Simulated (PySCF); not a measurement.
NMR parameters from quadrupole coupling constants

Species: C2F6O2S.
Geometry (GFN2-xTB, Å), atoms numbered from 1 in this order:
```xyz
11
C2F6O2S angstrom
O      1.4669   -1.1750    1.3328
S      1.3854   -0.2978    0.2390
O      1.6797   -0.6701   -1.0843
F      2.2732    0.9989    0.5914
C     -0.2514    0.6159    0.2609
F     -0.1011    1.7901   -0.3529
F     -0.5946    0.8332    1.5313
C     -1.2498   -0.2940   -0.4677
F     -1.1797   -0.1109   -1.7772
F     -2.5094   -0.1241   -0.0899
F     -0.9139   -1.5635   -0.2095
```

Computed at PBE0/pcSseg-1 (PySCF, non-relativistic):

| atom | environment | nucleus | spin I | Q (b) | CQ = χzz (MHz) | η |
| --- | --- | --- | --- | --- | --- | --- |
| O1 | sulfonyl oxygen | 17O | 5/2 | -0.0256 | -7.081 | 0.262 |
| S2 | sulfonyl sulfur | 33S | 3/2 | -0.0678 | -19.303 | 0.448 |

At 11.75 T, set νQ = 3|CQ|/[2I(2I − 1)] beside the Larmor frequency (|g| × 7.62259 MHz/T × B; g(17O) = −0.75752, g(33S) = 0.42921), and give PQ = |CQ|√(1 + η²/3).

```csv
atom,PQ (MHz),νQ (MHz),ν0 (MHz),νQ/ν0
O1,7.161,1.062,67.85,0.016
S2,19.94,9.651,38.44,0.251
```

For O1: PQ = 7.081 × 1.0113, νQ = 7.081 × 0.1500, ν0 = 5.7742 MHz/T × 11.75 T.

Second-order quadrupolar shift of the central transition's centre of gravity (half-integer spins, νQ < ν0/10) at 11.75 and 14.1 T.

δ = −(3/40)(PQ/ν0)² [I(I + 1) − 3/4]/[I²(2I − 1)²], in ppm:

```
     site  11.75 T  14.1 T
17O at O1    -66.8   -46.4
```

Quadrupolar 1/T1 and linewidth for τc = 3 ps (extreme narrowing, isotropic tumbling)?

Rate = (3π²/10) PQ² τc (2I + 3)/[I²(2I − 1)], the same for T1 and T2; width = rate/π.

```json
{"site": "17O at O1", "spin factor (2I + 3)/[I²(2I − 1)]": "0.320", "1/T1 (s⁻¹)": "146", "T1 (ms)": "6.86", "linewidth (Hz)": "46.4"}
{"site": "33S at S2", "spin factor (2I + 3)/[I²(2I − 1)]": "1.333", "1/T1 (s⁻¹)": "4710", "T1 (ms)": "0.212", "linewidth (Hz)": "1500"}
```

Isolated species at its GFN2-xTB geometry (one conformer only). GFN2-xTB bond lengths can be off by several hundredths of an ångström, more for odd bonds, and the gradients follow them. With a basis this small, the couplings can be 20 % off.
